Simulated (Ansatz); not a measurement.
`[SiH3][SiH2][GeH3]` + `CC[SiH2][SiH3]` → `[SiH3][SiH2][SiH2][SiH2][GeH3]` + ethane  (formal exchange of groups at the Si–H bond)

Gas-phase electronic energies from Ansatz, PBE0-D4/def2-TZVP geometries. CCSD(T)/CBS adds triple-zeta CCSD(T) − MP2 to the extrapolated MP2 energy (def2 sets, frozen cores). This one scheme is used for every species. DFT in def2-TZVPP. B3LYP here is the variant with VWN-RPA as its local correlation; programs differ in this. HSE06 is defined as in plane-wave codes. For Ge outer-core shells are correlated without core-valence functions, which leaves a few kJ/mol of doubt a bond. Scalar relativity is left out up to krypton. Each species was taken in one conformer, which may not be the lowest.

(1) Is it downhill or uphill in electronic energy at CCSD(T)/CBS, and by how much? (Best estimate.)

(2) What do these levels give: BLYP-D4, r2SCAN-D4, r2SCAN0-D4, HSE06-D4, ωB97M-V, B3LYP, HSE06, CAM-B3LYP, RPA@PBE/def2-TZVPP, HF/def2-TZVPP, CCSD/def2-TZVPP, HF/CBS(def2)? (Best estimate.)

Largest T1 diagnostic among the species: 0.013.

Results:

(1) The calculation gave: Downhill: ΔE = -29.3 kJ/mol.

(2) The calculation gave: BLYP-D4 -31.9, r2SCAN-D4 -33.0, r2SCAN0-D4 -32.6, HSE06-D4 -38.4, ωB97M-V -24.3, B3LYP -22.1, HSE06 -32.6, CAM-B3LYP -18.9, RPA@PBE/def2-TZVPP -25.2, HF/def2-TZVPP -14.1, CCSD/def2-TZVPP -25.6, HF/CBS(def2) -12.9 kJ/mol.

Leaving LDA and LC-ωPBE aside and taking each functional with its dispersion term where it has one, the values, not all of them listed here, spread over 16.4 kJ/mol, from PBE-D4 to B2PLYP. In def2-TZVPP, CCSD(T) changes the Hartree–Fock value by −14.0 kJ/mol (the triples alone add −2.6 kJ/mol) and MP2 by −11.7 kJ/mol.
